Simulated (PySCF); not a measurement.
## How the method changes the constants of TeC⁻

State: ²Π (doublet), unpaired electrons π ↑. Set-up: basis Te aug-cc-pVDZ-PP with ECP28, C aug-cc-pVDZ; scalar-relativistic core potentials; PySCF 2.14. De refers to Te⁻ + C in their high-spin ground configurations, without counterpoise correction. The functionals are run spin-unrestricted. A positive dipole points towards C; it is taken about the centre of mass and depends on that origin.

```json
{"Level": "ROHF", "Re (Å)": "2.038", "ωe (cm⁻¹)": "664", "De (eV)": "n/a", "μ (D)": "-2.97", "CPU s a point (SCF and correlation, without the integrals)": "0.22"}
{"Level": "ROHF-MP2", "Re (Å)": "1.994", "ωe (cm⁻¹)": "711", "De (eV)": "n/a", "μ (D)": "n/a", "CPU s a point (SCF and correlation, without the integrals)": "0.39"}
{"Level": "ROHF-SCS-MP2", "Re (Å)": "2.004", "ωe (cm⁻¹)": "695", "De (eV)": "n/a", "μ (D)": "n/a", "CPU s a point (SCF and correlation, without the integrals)": "n/a"}
{"Level": "ROHF-CCSD", "Re (Å)": "2.028", "ωe (cm⁻¹)": "664", "De (eV)": "n/a", "μ (D)": "n/a", "CPU s a point (SCF and correlation, without the integrals)": "n/a"}
{"Level": "ROHF-CCSD(T)", "Re (Å)": "2.037", "ωe (cm⁻¹)": "647", "De (eV)": "n/a", "μ (D)": "n/a", "CPU s a point (SCF and correlation, without the integrals)": "15"}
{"Level": "PBE", "Re (Å)": "2.027", "ωe (cm⁻¹)": "652", "De (eV)": "4.19", "μ (D)": "-3.95", "CPU s a point (SCF and correlation, without the integrals)": "0.84"}
{"Level": "PW91", "Re (Å)": "2.027", "ωe (cm⁻¹)": "651", "De (eV)": "4.20", "μ (D)": "-3.96", "CPU s a point (SCF and correlation, without the integrals)": "0.99"}
{"Level": "r²SCAN", "Re (Å)": "2.021", "ωe (cm⁻¹)": "665", "De (eV)": "3.76", "μ (D)": "-3.83", "CPU s a point (SCF and correlation, without the integrals)": "1.2"}
{"Level": "PBE0", "Re (Å)": "2.010", "ωe (cm⁻¹)": "683", "De (eV)": "3.71", "μ (D)": "-3.85", "CPU s a point (SCF and correlation, without the integrals)": "1.4"}
{"Level": "M06", "Re (Å)": "2.011", "ωe (cm⁻¹)": "678", "De (eV)": "3.76", "μ (D)": "-4.08", "CPU s a point (SCF and correlation, without the integrals)": "1.3"}
{"Level": "HSE06", "Re (Å)": "2.013", "ωe (cm⁻¹)": "677", "De (eV)": "3.71", "μ (D)": "-3.84", "CPU s a point (SCF and correlation, without the integrals)": "1.6"}
{"Level": "BHandHLYP", "Re (Å)": "2.011", "ωe (cm⁻¹)": "686", "De (eV)": "3.05", "μ (D)": "-3.70", "CPU s a point (SCF and correlation, without the integrals)": "1.6"}
```

What does a quarter of exact exchange do here, going from PBE to PBE0?

PBE0 less PBE: -1.7 pm in Re, +4.8 % in ωe, -0.48 eV in De. Exact exchange removes part of the self-interaction that spreads semilocal densities, and in most molecules shortens and stiffens the bond and lowers De; so it does here.

What does second-order correlation do here, going from ROHF to ROHF-MP2?

ROHF-MP2 less ROHF: -4.4 pm in Re, +7.1 % in ωe. Correlation nearly always deepens the well. The bond shortens, as in weak, metallic or heavy-atom bonds, where dispersion and the correlation of outer-core electrons pull the atoms together.

What does all correlation do here, going from ROHF to ROHF-CCSD(T)?

ROHF-CCSD(T) less ROHF: -0.1 pm in Re, -2.6 % in ωe. Correlation nearly always deepens the well. The bond length hardly moves.

Correlated steps freeze 5 core orbitals. Spin–orbit coupling is left out, which matters for elements this heavy, above all for dissociation energies. For an ion De counts to the pair picked by the measured ionisation energies or electron affinities, which need not be the lowest pair at this level. The highest Kohn–Sham level is positive in this anion. Much of that is self-interaction error, but it also means that the finite basis helps to hold the extra electron. The CCSD T1 diagnostic is raised, a sign that a single reference may not be enough here. The state was picked by a PBE0 search and need not be the measured ground state.

The whole job (state search and all levels along the bond) took about 4.4 min on 1 thread of Oxide Virtual Turin-like (shared host), peak memory 0.71 GiB.
